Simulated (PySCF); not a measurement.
Gas-phase reaction: SnF2 + F → SnF3

Energies from PySCF, thermal terms from the rigid-rotor harmonic-oscillator model, ideal gas at 1 bar. † marks an energy on the PBE0/def2-TZVP geometry and frequencies; other levels use their own. MP2 and CCSD(T) freeze the core. Open shells (unrestricted): F (multiplicity 2, electronic degeneracy 6), SnF3 (multiplicity 2); the rest are closed-shell singlets. Spin-orbit splitting is ignored; it lowers the true energy and changes the entropy of F. B3LYP is the form with VWN-RPA correlation. Sn: scalar-relativistic def2 core potential, no spin-orbit coupling. SnF3: computed as isolated molecules; such fragments, hydroxides, amides, oligomers or adducts are transient or little studied in the gas. MP2 isn't extrapolated to the basis-set limit; its ΔH°(298 K) is -263.3 kJ in def2-SVP and -260.9 kJ in def2-TZVPP. CCSD(T) isn't extrapolated to the basis-set limit; its ΔH°(298 K) is -223.5 kJ in def2-SVP and -241.0 kJ in def2-TZVPP. The harmonic model lacks anharmonicity and excited electronic states, which grow with temperature; levels with a mode under 35 cm⁻¹ are left out.

```tsv
level	ΔE electronic, kJ	ΔH°(298 K), kJ	ΔS°(298 K), J/K	ΔG°(1000 K), kJ
B3LYP/def2-TZVP†	-241	-238	-127	-112
BLYP/def2-TZVP†	-252	-249	-127	-123
CCSD(T)/def2-SVP†	-227	-224	-127	-98
HF/def2-TZVP†	-154	-151	-127	-25
M06-2X/def2-TZVP†	-282	-278	-127	-152
MP2/def2-TZVPP†	-264	-261	-127	-135
PBE/def2-SVP	-273	-270	-123	-147
PBE0/def2-QZVP†	-256	-253	-127	-127
PBE0/def2-SVP†	-239	-236	-127	-110
PBE0/def2-TZVP	-253	-249	-127	-123
r2SCAN/def2-TZVP†	-273	-269	-127	-143
```
ΔH° is lowest at M06-2X/def2-TZVP† and highest at HF/def2-TZVP†. No reference value is set beside these.
